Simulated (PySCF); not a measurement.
Mo(NH)(S)(Cl)2 (Cl2HMoNS), SMILES [NH]=[Mo](=[S])([Cl])[Cl], multiplicity 1.

Coordinates come from a B3LYP-D3(BJ)/def2-SVP optimisation. The multiplicity is an assumed one; no other spin state was optimised. The structure was generated by enumeration; whether it is a known compound was not checked. The def2 effective core potentials stand for the cores of Mo; spin–orbit coupling is left out.

Two levels are set side by side: TDDFT-PBE/def2-SVPD (PySCF) and TDDFT-PBE0/def2-SVPD (PySCF). Vertical, same geometry. The lowest singlet is HOMO→LUMO 95 % with PBE and HOMO→LUMO 94 % with the other functional; states are paired by order. Differences are taken from unrounded values.

| quantity | TDDFT-PBE0 |
|---|---|
| lowest singlet excitation (eV) | 2.99 |
| lowest triplet excitation (TDA) (eV) | 2.47 |

Q: What does TDDFT-PBE give, and how far is it from TDDFT-PBE0? (An estimate is asked for; the answer gives what the named calculation found.)

A: 
```
quantity                              TDDFT-PBE  TDDFT-PBE minus TDDFT-PBE0
------------------------------------  ---------  --------------------------
lowest singlet excitation (eV)             2.76                       -0.22
lowest triplet excitation (TDA) (eV)       2.38                       -0.10
```

A lower first singlet is the usual sign of a functional without exact exchange. Differences between two approximate levels are no errors against the true value.

Rough cost on one machine, each run with all the roots and properties that it gave: TDDFT-PBE0 against TDDFT-PBE about 5 times.
